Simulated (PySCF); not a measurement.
Compound: CH4OSSi.
Cartesian coordinates in Å at the GFN2-xTB level; atoms count from 1:
```
atom  x, y, z in Å
O1     0.7714   -1.7173    0.0107
C2     1.0601   -0.5549   -0.1145
Si3   -0.2428    0.8560   -0.0294
S4    -2.0611   -0.1958    0.3039
H5     2.1165   -0.2699   -0.2856
H6    -0.2523    1.5545   -1.3072
H7     0.0879    1.7244    1.0918
H8    -1.4708   -1.3875    0.3057
```

Computed, not measured: PySCF, TDDFT B3LYP/def2-SVPD, vertical, gas phase, core orbitals frozen in the response.

Ground-to-excited transition dipoles (e·a0, same axes as the geometry; the sign carries no meaning), for the states with f of 0.002 or more among the lowest 8:

```csv
state,E (eV),μx,μy,μz
S2,4.157,-0.052,-0.139,0.018
S3,5.670,-0.050,-0.024,-0.344
S4,5.885,-0.330,0.162,0.036
S6,6.108,-0.034,-0.018,-0.246
S7,6.378,-0.523,0.038,0.072
S8,6.558,0.025,0.012,0.167
```

Question: Work out the oscillator strengths.

Answer: f = (2/3) ΔE |μ|² with ΔE in hartree (27.2114 eV).

```json
{"state": "S2", "|μ|² (au)": "0.022", "|μ| (D)": "0.38", "f": "0.002"}
{"state": "S3", "|μ|² (au)": "0.121", "|μ| (D)": "0.89", "f": "0.017"}
{"state": "S4", "|μ|² (au)": "0.136", "|μ| (D)": "0.94", "f": "0.020"}
{"state": "S6", "|μ|² (au)": "0.062", "|μ| (D)": "0.63", "f": "0.009"}
{"state": "S7", "|μ|² (au)": "0.280", "|μ| (D)": "1.34", "f": "0.044"}
{"state": "S8", "|μ|² (au)": "0.029", "|μ| (D)": "0.43", "f": "0.005"}
```

Question: Label these states by symmetry in Cs.

Answer: From a totally symmetric ground state, an allowed state transforms like the component of the dipole operator along its μ. Polarised normal to the mirror plane, so A″: S3, S6 and S8. Polarised in the mirror plane, so A′: S2, S4 and S7.

Question: Which bond between heavy atoms lies closest to the direction of the S7 transition dipole?

Answer: Si3–S4, at 34° from it; next C2–Si3 at 43°.

Question: What angle do the transition dipoles of S3 and S7 make?

Answer: |cos θ| = |μa·μb| / (|μa| |μb|) = 0.00, so θ ≈ 90° (taken between 0 and 90°, since the signs are arbitrary).

Question: What peak molar absorption coefficient would the strongest computed level give as a lone Gaussian band 0.4 eV wide at half height?

Answer: ε(max) = 2.175×10⁸ f / FWHM, with the width in cm⁻¹. S7: 2.175×10⁸ × 0.0437 / 3226 ≈ 2900 L mol⁻¹ cm⁻¹.

One conformer stands for the species.
